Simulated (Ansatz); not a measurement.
System: GeF, charge 1, singlet. GeF+ (parent SMILES [F][Ge], singlet).
B3LYP-D3(BJ)/def2-TZVP minimum from Ansatz (an electronic-structure program):
```xyz
2

F      0.0000     0.0000    -1.3168
Ge     0.0000     0.0000     0.3704
```
Charge +1, spin multiplicity 1.

Total energies in aug-cc-pVTZ, 10 correlated electrons, 15 frozen orbitals. Radicals and triplets start from unrestricted determinants; spin-orbit coupling is neglected. Correlated methods leave the cores frozen (noble-gas shells, and filled d and f shells in the p block). No relativity. The spin of FGe+ (parent SMILES [F][Ge], singlet) was assumed, and the state is the lowest solution found for it.

| method | program | energy (Eh) | minus CCSDT(Q) (mEh) |
|---|---|---|---|
| HF | Ansatz | -2174.63069 | 347.41 |
| MP2 | Ansatz | -2174.95980 | 18.30 |
| CCSD | Ansatz | -2174.96500 | 13.10 |
| CCSD(T) | Ansatz | -2174.97728 | 0.82 |
| CCSDT(Q) | Ansatz | -2174.97810 | 0.00 |

Rough core times of Ansatz's runs on a shared machine: CCSD(T) under 20 s, CCSDT(Q) 4 min.
